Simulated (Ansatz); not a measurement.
Basis sets compared for [closo-2-(NH2)B7H6]2- (B₇NH₈²⁻). Total charge -2; singlet. Geometry PBE0-D4/def2-SVPD. Ansatz on 4 threads of Intel Xeon on a shared host; times are rough, and most runs start from earlier orbitals.

```csv
atom,x (Å),y (Å),z (Å)
B1,0.814,-0.762,-0.729
B2,-0.488,-0.813,0.290
B3,-0.436,0.547,-0.972
B4,0.377,1.739,0.132
B5,-0.757,0.732,0.816
B6,0.981,0.173,0.831
B7,1.357,0.807,-0.831
H8,1.287,-1.734,-1.312
N9,-1.278,-2.040,0.672
H10,-2.244,-1.828,0.902
H11,-1.273,-2.751,-0.052
H12,-1.190,0.742,-1.926
H13,0.466,2.948,0.311
H14,-1.656,1.066,1.583
H15,1.734,-0.023,1.784
H16,2.307,1.197,-1.499
```

A multiply charged anion in the gas phase is held together partly by the finite basis. At PBE-D4/def2-SVPD, PBE-D4/def2-TZVPD, PBE0-D4/def2-SVPD, PBE0-D4/def2-TZVPD the highest occupied level of the charge -2 singlet lies above zero (up to 3.69 eV). The electron is either unbound and held by the finite basis, or the level is raised by self-interaction error.

```json
{"level": "PBE-D4/def2-SVPD", "functions": "224", "energy (Eh)": "-233.0676", "HOMO (eV)": "3.69", "LUMO (eV)": "6.48", "wall time": "3.1 s"}
{"level": "PBE0-D4/def2-SVPD", "functions": "224", "energy (Eh)": "-233.1194", "HOMO (eV)": "2.66", "LUMO (eV)": "7.05", "wall time": "3.9 s"}
```

**Question.** Estimate the rows for PBE-D4/def2-TZVPD, PBE0-D4/def2-TZVPD.

**Answer.** 
| level | functions | energy (Eh) | HOMO (eV) | LUMO (eV) | wall time |
| --- | --- | --- | --- | --- | --- |
| PBE-D4/def2-TZVPD | 368 | -233.2948 | 3.61 | 5.59 | 8 s |
| PBE0-D4/def2-TZVPD | 368 | -233.3440 | 2.63 | 6.04 | 12 s |
